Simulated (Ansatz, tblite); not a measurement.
Isomers of Au$_{2}$O$_{2}$⁻ (doublet), found by a short tight-binding search and relaxed with PBE-D4/def2-TZVPD in Ansatz.

In the def2 sets Au takes a core potential; there is no spin–orbit coupling. The xTB rows come from tblite. LC-ωPBE has ω = 0.4 bohr⁻¹.

Run but left out: HF/def2-SVPD, MP2/def2-SVPD, CCSD/def2-SVPD, CCSD(T)/def2-SVPD (flagged by the program: other amplitudes).

A: At PBE-D4/def2-TZVPD, r2SCAN-D4/def2-TZVPD, PBE0-D4/def2-TZVPD, r2SCAN0-D4/def2-TZVPD and others the charge -1 doublet is spin-contaminated (final ⟨S²⟩ up to 0.96, 0.75 for a pure state). B: It holds 1 O–O bond.

Other spin states were run for one of them alone.

A:

| atom | x (Å) | y (Å) | z (Å) |
| --- | --- | --- | --- |
| Au1 | -0.3731 | -0.5493 | -0.4844 |
| Au2 | 1.0596 | 1.5896 | 1.6270 |
| O3 | 0.7590 | 0.9728 | -0.2565 |
| O4 | -1.4456 | -2.0130 | -0.8861 |

B:

```tsv
atom	x (Å)	y (Å)	z (Å)
Au1	1.2087	2.6809	1.1421
Au2	0.2145	0.4299	0.3937
O3	-0.5981	-1.4344	-0.1327
O4	-0.8251	-1.6765	-1.4031
```

Task: Estimate their order by electronic energy at PBE0-D4/def2-TZVPD, counted from the lowest.

Result: B (0.0) < A (53.9), in kJ/mol.

Task: Do the other levels pick the same lowest one?

Result: All that were run do. Energies above each level's lowest (kJ/mol):

| level | A | B |
| --- | --- | --- |
| GFN1-xTB | 9.8 | 0.0 |
| GFN2-xTB | 10.1 | 0.0 |
| PBE-D4/def2-TZVPD | 11.0 | 0.0 |
| r2SCAN-D4/def2-TZVPD | 6.6 | 0.0 |
| PBE0-D4/def2-TZVPD | 53.9 | 0.0 |
| r2SCAN0-D4/def2-TZVPD | 44.0 | 0.0 |
| LC-ωPBE/def2-TZVPD | 54.3 | 0.0 |
Point groups (tolerance 0.1 Å): A Cs, B Cs. Lower isomers may exist.
